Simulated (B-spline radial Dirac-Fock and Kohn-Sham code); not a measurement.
## Total conversion coefficients of Os against transition energy

Method: a Dirac-Hartree-Slater potential of the neutral atom with a Latter tail (no hole, which puts coefficients of high multipoles low close above an edge), finite nucleus with surface currents. Computed with a B-spline atomic structure program. Subshells within 1 keV of threshold and pair formation are left out.

```
energy (keV)        E3        E4       M1       M2        M4        M5
        16.7  3.89e+06  3.23e+08      195    53900  2.03e+09  1.58e+11
          20  1.31e+06  8.98e+07      114    22800  5.02e+08  3.26e+10
        20.4  1.17e+06  7.81e+07      108    20800  4.31e+08  2.75e+10
        24.4    399000  2.24e+07     63.1     8910  1.09e+08  5.90e+09
          30    116000  5.43e+06     34.2     3390  2.29e+07  1.02e+09
        31.6     85400  3.81e+06     29.3     2660  1.55e+07  6.62e+08
        34.1     54300  2.27e+06     23.4     1870  8.80e+06  3.50e+08
        43.6     12700    431000     11.3      609  1.44e+06  4.60e+07
          50      5670    172000     7.55      328    537000  1.51e+07
        62.3      1570     39500     3.96      124    113000  2.59e+06
          89       200      3750     7.96     77.9      9930    160000
        93.9       148      2640     6.82     63.6      7020    106000
         100       104      1750     5.68     50.2      4710     66200
         114      50.1       750     3.90     30.8      2100     25200
         127      27.8       376     2.86     20.6      1110     11600
         180      4.55      43.0     1.07     5.87       160      1090
         198      2.85      24.3    0.817     4.20      97.3       593
         200      2.72      22.9    0.794     4.05      92.4       557
         216      1.89      14.6    0.641     3.10      62.5       346
         500    0.0717     0.233   0.0667    0.203      1.38      3.75
         840    0.0171    0.0393   0.0175   0.0451     0.191     0.388
         944    0.0129    0.0280   0.0131   0.0327     0.127     0.245
        1000    0.0112    0.0239   0.0113   0.0280     0.105     0.197
        1440   0.00502   0.00934  0.00455   0.0108    0.0326    0.0537
        1520   0.00448   0.00820  0.00398  0.00938    0.0277    0.0449
        1610   0.00397   0.00715  0.00345  0.00811    0.0233    0.0372
        2000   0.00255   0.00435  0.00203  0.00473    0.0125    0.0189
```

Q: How fast do they fall between 1520 and 2000 keV?

A: As powers of the energy: E3 E^-2.05, E4 E^-2.31, M1 E^-2.46, M2 E^-2.49, M4 E^-2.89, M5 E^-3.15. Within one type (E or M) the higher multipoles fall faster.
